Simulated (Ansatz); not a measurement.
The same path of Cl2Zn + H3Si (7 atoms, charge 0, multiplicity 2) was run twice with different band settings. Lost on the way: Zn1–Cl2. Made: Cl2–Si4.

Level of theory: UKS PBE0-D4/def2-SVP (Ansatz 0.2.0).

Relaxed end points:

```xyz
7
Properties=species:S:1:pos:R:3
Zn 0.000 0.000 -0.422
Cl 0.000 0.000 1.680
Cl 0.000 0.000 -2.519
Si 0.000 0.000 5.320
H -0.769 -1.197 5.778
H 1.421 -0.067 5.778
H -0.652 1.264 5.778
```

```xyz
7
Properties=species:S:1:pos:R:3
Zn 0.000 0.000 -0.464
Cl 0.000 0.000 2.953
Cl 0.000 0.000 -2.633
Si 0.000 0.000 5.032
H -0.763 -1.188 5.502
H 1.410 -0.067 5.502
H -0.647 1.254 5.502
```

Common settings: movable images 7; climbing image yes; spring 5.0 eV/Å²; optimiser quadratic models (default); force threshold 0.05 eV/Å; iteration limit 60; end points relaxed.

| run | start path |
| --- | --- |
| 1 | through a guess of the saddle point |
| 2 | straight line |

Q: What does each run give, and how far can it be trusted?

A: Run 1: converged after 6 iterations, highest image 0.243 eV above the first end. A vibrational analysis at the climbing image gives one clearly imaginary mode, 254i cm⁻¹: a first-order saddle point.
Run 2: converged after 9 iterations, highest image 0.243 eV above the first end. Another band between the same ends (7 images) ends at a top of the same energy, where a vibrational analysis finds 1 clearly imaginary mode.
